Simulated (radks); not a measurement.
Values are calculated unless marked as measured or tabulated.
The phosphorus anion P3-, [Ar], held by a Watson sphere: a shell of charge +2.58 at radius R that stands for the Madelung well of a crystal (potential energy -2.58/R inside, -2.58/r outside, in hartree with lengths in bohr). Level of theory: non-relativistic Kohn-Sham, PBE, spin-polarised, spherical densities, point nucleus (a radial shooting solver on a logarithmic mesh with Libxc functionals). Response by self-consistent Sternheimer equations with the Hartree and adiabatic LDA kernel. The sphere does not respond.

| R (bohr) | e(2p) (eV) | e(3s) (eV) | e(3p) (eV) | <r> 3p (bohr) | sum of <r^2> (bohr^2) | X-ray form factor at sin(theta)/lambda = 0.3 1/angstrom | alpha (bohr^3) |
|---|---|---|---|---|---|---|---|
| 2.29 | -117.75 | -12.010 | -4.120 | 2.439 | 54.02 | 8.449 | 45.02 |
| 2.67 | -118.00 | -11.132 | -3.629 | 2.591 | 60.28 | 8.454 | 58.56 |
| 3.05 | -118.25 | -10.403 | -3.145 | 2.741 | 66.85 | 8.483 | 77.11 |
| 3.18 | -118.31 | -10.187 | -2.987 | 2.792 | 69.17 | 8.494 | 84.85 |
| 4.11 | -118.56 | -9.088 | -2.042 | 3.150 | 87.05 | 8.549 | 169.1 |
| 4.14 | -118.56 | -9.063 | -2.018 | 3.162 | 87.67 | 8.550 | 172.9 |
| 4.24 | -118.57 | -8.986 | -1.938 | 3.200 | 89.77 | 8.552 | 186.0 |
| 4.6 | -118.59 | -8.757 | -1.681 | 3.336 | 97.62 | 8.559 | 241.2 |
